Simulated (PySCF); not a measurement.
A geometry optimisation on `CSC1=NC2=NSN=C2N=C1`.

Computed with PBE0-D3(BJ)/def2-SVP geometry optimisation, gas phase (PySCF 2.14.0). Start geometry: GFN2-xTB. The input is one job of a driver script: a line of settings, then coordinates in Å.

Input:
```
{"job": {"xc": "PBE0", "basis": "def2-SVP", "d3": "d3bj", "grid": 2, "kind": "geom"}, "charge": 0, "multiplicity": 1}
C     -2.833620    -0.568808    -0.120790
S     -2.107384     1.080210    -0.301793
C     -0.431667     0.705178    -0.033133
C      0.521395     1.766788    -0.090250
N      1.793483     1.586140     0.097257
C      2.164673     0.317445     0.351558
N      3.401917    -0.106045     0.574400
S      3.351129    -1.690694     0.828004
N      1.766975    -1.930239     0.670456
C      1.200132    -0.758002     0.407967
N     -0.106660    -0.543896     0.211610
H     -2.612040    -0.940760     0.874167
H     -3.902714    -0.458693    -0.268252
H     -2.399660    -1.225104    -0.868078
H      0.189626     2.774469    -0.297481
```

Output:
```
step   0  E = -1207.02060753  max force = 0.021294
step   1  E = -1207.02369600  max force = 0.003644
step   2  E = -1207.02373415  max force = 0.002744
step   3  E = -1207.02379165  max force = 0.001033
step   4  E = -1207.02379263  max force = 0.000710
step   5  E = -1207.02379504  max force = 0.000146
optimisation converged
```

Energies in Eh; «max force» is the largest Cartesian gradient component in Eh/bohr.

Task: How much energy does the optimisation release, in eV?

Result: E(step 0) − E(last step) = 0.003188 Eh, which is 0.087 eV.

Summary of the converged run: final energy -1207.02380 Eh after 5 steps; dipole 2.47 D.

Task: Where do the atoms end?

Result: 0.058 Å rms from the input after alignment:
```
atom  x, y, z in Å
C1    -2.9124   -0.3490   -0.2229
S2    -2.1165    1.2553   -0.3851
C3    -0.4508    0.8076   -0.1136
C4     0.5133    1.8951   -0.1747
N5     1.7859    1.7290    0.0039
C6     2.1667    0.4488    0.2565
N7     3.4186    0.0671    0.4676
S8     3.3617   -1.5399    0.7205
N9     1.7605   -1.8138    0.5736
C10    1.2082   -0.6347    0.3174
N11   -0.1161   -0.4298    0.1265
H12   -2.7345   -0.7640    0.7778
H13   -3.9849   -0.1755   -0.3808
H14   -2.5221   -1.0464   -0.9756
H15    0.1481    2.9091   -0.3825
```

Task: Estimate the wall time. Hardware: an Intel Xeon Platinum 8488C with one thread, shared host with 192 logical CPUs at a one-minute load of 29. And the peak memory of the process?

Result: About 1.9 min, with 0.87 GiB resident at the peak, the Python interpreter and its libraries included.
Labels such as C1 count atoms from 1, the log's own numbers from 0.
